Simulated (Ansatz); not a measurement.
Consider the ligand exchange at a Ge–Se bond: `[F][GeH]([F])[SeH]` + CH₃NH₂ → `C[NH][GeH]([F])[F]` + H₂Se.

Program: Ansatz. Geometries: PBE0-D4/def2-TZVP. ΔE: electronic, gas phase. CCSD(T)/CBS is the MP2 limit (def2-TZVPP, def2-QZVPP) plus CCSD(T) − MP2 in def2-TZVPP, frozen cores. Functionals use def2-TZVPP. For Ge, Se outer-core shells are correlated without core-valence functions, which leaves a few kJ/mol of doubt a bond. Scalar relativity is left out up to krypton. One conformer a species, not always the lowest.

`[F][GeH]([F])[SeH]`:

Z-matrix (Å, degrees):
```
Ge
F 1 1.725
Se 1 2.319 2 111.1
F 1 1.722 2 104.6 3 -113.1
H 1 1.529 2 107.0 3 130.6
H 3 1.470 1 90.6 2 75.4
```

CH₃NH₂:

```xyz
7

C    -0.075    0.299   -0.477
N     0.375   -0.587    0.583
H    -0.976    0.888   -0.248
H    -0.280   -0.286   -1.376
H     0.725    0.999   -0.728
H    -0.349   -1.251    0.823
H     0.580   -0.063    1.423
```

`C[NH][GeH]([F])[F]`:

Z-matrix (Å, degrees):
```
C
N 1 1.454
H 1 1.091 2 109.4
H 1 1.096 2 113.5 3 -120.7
H 1 1.093 2 110.0 3 117.5
Ge 2 1.791 1 122.0 3 37.9
H 2 1.008 1 113.9 3 -175.6
F 6 1.733 2 113.2 1 58.4
F 6 1.724 2 106.6 1 -52.7
H 6 1.523 2 114.8 1 -176.4
```

H₂Se:

Z-matrix (Å, degrees):
```
Se
H 1 1.467
H 1 1.467 2 91.2
```

CCSD(T)/CBS gives +27.0 kJ/mol.

Problem. Another level gave +24.3 kJ/mol. Which?
A. ωB97M-V/def2-TZVPP
B. CCSD(T)/def2-TZVPP
C. revPBE/def2-TZVPP
D. r2SCAN/def2-TZVPP

Solution. B. CCSD(T)/def2-TZVPP 24.3, r2SCAN 34.8, ωB97M-V 29.8, revPBE 43.6 kJ/mol.

Problem. What do rigid-rotor, harmonic-oscillator terms from PBE0-D4/def2-TZVP frequencies (298.15 K, 1 bar) make of the CCSD(T)/CBS value? (Best estimate.)

Solution. The calculation gave: ΔZPE = -10.8 kJ/mol, ΔH = +17.2 kJ/mol, ΔS = -12 J/(mol·K), ΔG = +20.8 kJ/mol.

Largest T1 diagnostic among the species: 0.012.

At CCSD(T), def2-SVP lies −13.5 kJ/mol from the extrapolated value and def2-TZVPP −2.7 kJ/mol. From BLYP to BHLYP (50 % exact exchange), in def2-TZVPP and without D4, ΔE moves by −7.3 kJ/mol.
